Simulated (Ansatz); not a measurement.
The input (input.yaml):

```yaml
accuracy: low
crystal:
  lattice:
    - [8.862095, 0.0, 0.0]
    - [0.0, 8.862095, 0.0]
    - [0.0, 0.0, 8.862095]
  atoms:
    - { symbol: "N", position: [0.01759665, 0.31043115, 0.30407809] }
    - { symbol: "N", position: [0.06492414, 0.38518542, 0.22033535] }
    - { symbol: "N", position: [0.47600593, 0.12688172, 0.85188566] }
    - { symbol: "N", position: [0.4933279, 0.05960136, 0.95701542] }
    - { symbol: "N", position: [0.3769537, 0.86657041, 0.3216774] }
    - { symbol: "N", position: [0.35439611, 0.9779792, 0.26526205] }
    - { symbol: "N", position: [0.63695512, 0.55089288, 0.58609123] }
    - { symbol: "N", position: [0.61358765, 0.66963492, 0.61712266] }
    - { symbol: "N", position: [0.78796902, 1.10632244, 0.16460562] }
    - { symbol: "N", position: [0.89911166, 1.05727725, 0.18706902] }
    - { symbol: "N", position: [0.37815269, 0.72492474, 0.84100924] }
    - { symbol: "N", position: [0.38008007, 0.70696139, 0.96570499] }
    - { symbol: "N", position: [1.07018827, 0.74087344, 0.30380709] }
    - { symbol: "N", position: [1.02171846, 0.73612178, 0.41560521] }
    - { symbol: "N", position: [0.15325225, 0.27867005, 0.88729452] }
    - { symbol: "N", position: [0.06780452, 0.30812721, 0.8037881] }
    - { symbol: "N", position: [0.75654971, 0.07197812, 0.61731932] }
    - { symbol: "N", position: [0.72391124, -0.0074023, 0.5302706] }
    - { symbol: "N", position: [0.75329813, 0.51088638, 0.01144799] }
    - { symbol: "N", position: [0.73507927, 0.58305957, 0.10996997] }
    - { symbol: "N", position: [1.00742546, 0.72989741, 0.87904619] }
    - { symbol: "N", position: [0.98084811, 0.80485505, 0.78791679] }
    - { symbol: "N", position: [0.35005615, 0.42252019, 0.48554504] }
    - { symbol: "N", position: [0.37902889, 0.30339588, 0.47947178] }
basis:
  ecutwfc: 420.0
kpoints:
  mp_grid: { grid: [1, 1, 1] }
hamiltonian:
  xc: pbesol
scf:
  occupations: { method: fermi_dirac, width: 0.05 }
  lower_state_search: "off"
md:
  timestep: 1
  n_steps: 260
  ensemble: nve
  temperature: 350.0
  initial_velocities: maxwell_boltzmann
  seed: 432820
```

Command:

```bash
$ ansatz run input.yaml --threads 1 --pin off --max-ram 3072MiB --backend cpu --events-out ev --progress --plain --runs-dir out
```

Hardware: 1 thread of Arm Neoverse V1, on a shared host.

Q: Roughly how long does this run take, and how much memory?

A: 14 min, with a peak of 0.51 GiB, for 261 ionic steps.
